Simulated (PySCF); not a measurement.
A structure optimised at PBE-D3(BJ)/def2-SVP, used in a PySCF frequency run:

```
C
H 1 1.1160
C 1 1.5357 2 108.37
H 3 1.1097 1 112.09 2 -56.77
H 3 1.1115 4 107.62 1 -123.28
H 3 1.1119 4 107.21 5 -115.01
C 1 1.5362 2 108.65 3 121.77
H 7 1.1086 1 111.88 2 60.16
H 7 1.1116 8 108.25 1 123.59
H 7 1.1119 8 107.03 9 115.03
Si 1 1.9083 2 106.46 3 -118.51
N 11 1.7439 1 116.45 2 -177.06
H 12 1.0216 11 119.29 1 -85.83
H 12 1.0228 13 111.14 11 -145.72
N 11 1.7462 12 105.82 13 156.77
H 15 1.0231 11 118.67 12 166.86
H 15 1.0234 16 110.29 11 -141.11
H 11 1.5156 12 103.53 13 32.20
```
Charge 0, spin multiplicity 1.

### Question
Write its SMILES and formula.

### Answer
CC(C)[SiH](N)N, C3H12N2Si

### Question
What are its rotational constants (standard atomic weights)?

### Answer
3.4927, 1.9984, 1.6938 GHz
